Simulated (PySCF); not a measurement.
Computed shifts of a molecule GeH6O2Si, KT2/pcSseg-1 (PySCF), GIAO, gas phase, atoms alike by connectivity averaged where their shifts nearly agree, in ppm (number of nuclei): ²⁹Si: -106.2 (1). ¹H: 6.33 (1), 3.80 (3), 1.92 (1), 1.75 (1). References: ¹⁷O against H2O (σ = 330.4 ppm); ⁷³Ge against GeH4 (σ = 1669.3 ppm); ²⁹Si against TMS (σ = 361.9 ppm); ¹H against TMS (σ = 31.47 ppm), references at their B3LYP-D3(BJ)/def2-TZVP geometries, non-relativistic. Coordinates come from a TPSSh-D3(BJ)/def2-SVP optimisation. Other conformers were not sampled.

Question: Which structure fits?
A. O[SiH2][GeH2][OH]
B. [OH][GeH2][O][SiH3]
C. [OH][GeH]([OH])[SiH3]
D. O[SiH2][O][GeH3]

Answer: C, [OH][GeH]([OH])[SiH3]
